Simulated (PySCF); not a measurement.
HgI$_{2}$, charge -1, doublet, at a GFN2-xTB geometry (such geometries of metal compounds can be far from the true shape) (a state made from the parent by changing its charge; the spin is typed, not shown lowest) (core potentials on Hg, I). Base run: HF/def2-SV(P) (PySCF).

Here is a job for PySCF.
```python
from pyscf import gto, scf

mol = gto.Mole()
mol.atom = '''
    Hg    0.695869    0.433146    0.404370
    I    -0.845178    1.799579   -2.032322
    I    -0.205191   -2.453384    1.421951
'''
mol.basis = 'def2-sv(p)'
mol.ecp = {'Hg': 'def2-sv(p)', 'I': 'def2-sv(p)'}
mol.charge = -1
mol.spin = 1
mol.verbose = 4
mol.build()

mf = scf.UHF(mol)
mf.kernel()
mo_i, mo_e, stable_i, stable_e = mf.stability(internal=True, external=True, return_status=True, nroots=6, tol=1e-6)
print('internally stable:', stable_i, ' externally stable:', stable_e)
if not stable_i:
    umf = mf.copy()
    umf.scf_summary = {}
    umf.kernel(umf.make_rdm1(mo_i, mf.mo_occ))
```

The bond that is stretched is that between atoms 3 and 1. A test that says stable can miss a lower solution.

The base run was repeated with changes; each row names its change, and settings that it needs were set with it.

| change | ΔE vs base (mEh) | <S^2> | stability test says |
|---|---|---|---|
| base | 0.000 | 0.774 | stable |
| bond × 1.25 | 17.674 | 0.785 | stable |
| bond × 1.5 | 29.068 | 0.793 | stable |
| bond × 1.8 | 35.717 | 0.795 | stable |
| bond × 2.2 | 39.171 | 0.796 | stable |
| bond × 3.0 | 41.299 | 0.796 | stable |

On stretching, the SCF can end on different states; <S^2> shows the spin contamination of each.
